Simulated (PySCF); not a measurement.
## Bond curve of TbP

Set-up: Tb x2c-SVPall, P x2c-SVPall; spin-free X2C with a Gaussian nucleus (PySCF 2.14). Energies in eV from Tb (4f9 6s2) + P in their ground configurations at the same level. All curves are PBE0. state 1: septet, about 8.1 electrons in the 4f shell (Mulliken), real f orbitals that mix terms; state 2: nonet, about 8.1 electrons in the 4f shell (Mulliken), real f orbitals that mix terms, a second solution, started from another occupation; state 3: Ms = 2 determinant of mixed spin, about 8.2 electrons in the 4f shell (Mulliken), real f orbitals that mix terms, a second solution, started from another occupation.

| R (Å) | state 1 | state 2 | state 3 |
| --- | --- | --- | --- |
| 2.000 | -1.186 | 0.018 | 0.346 |
| 2.092 | -1.964 | -1.067 | -0.720 |
| 2.186 | -2.396 | -1.769 | -1.414 |
| 2.255 | -2.549 | -2.101 | -1.745 |
| 2.325 | -2.589 | -2.301 | -1.948 |
| 2.395 | -2.543 | -2.398 | -2.051 |
| 2.488 | -2.385 | -2.400 | -2.068 |
| 2.604 | -2.086 | -2.257 | -1.958 |
| 2.744 | -1.662 | -1.950 | -1.717 |
| 2.929 | -1.097 | -1.498 | -1.331 |

Q: Put a parabola through the three lowest points of the state 1 curve and estimate Re, k and ωe (reduced mass 25.92 u; 1 eV/Å² = 0.16022 mdyn/Å; ωe = 1302.8·√(k/μ) cm⁻¹).

A: Through R = 2.255, 2.325, 2.395 Å the second-order coefficient is 8.78 eV/Å², so Re ≈ 2.323 Å, k ≈ 2.81 mdyn/Å and ωe ≈ 429 cm⁻¹. A polynomial fit of higher order to the unrounded PBE0 energies gives Re = 2.320 Å, k = 2.89 mdyn/Å, ωe = 435 cm⁻¹; anharmonicity and rounding make the difference.

The higher-order fit for each curve: state 1: Re = 2.320 Å, ωe = 435 cm⁻¹, De = 2.59 eV; state 2: Re = 2.443 Å, ωe = 391 cm⁻¹, minimum 2.41 eV below the ground-state fragments; state 3: Re = 2.454 Å, ωe = 366 cm⁻¹, minimum 2.08 eV below the ground-state fragments.

⟨S²⟩ of the unrestricted solution departs from its pure value on part of the curve, where spin states mix. Spin–orbit coupling is left out, which matters for elements this heavy, above all for dissociation energies. With d or f electrons several states lie close, and the lowest PBE0 determinant need not be the measured ground state.
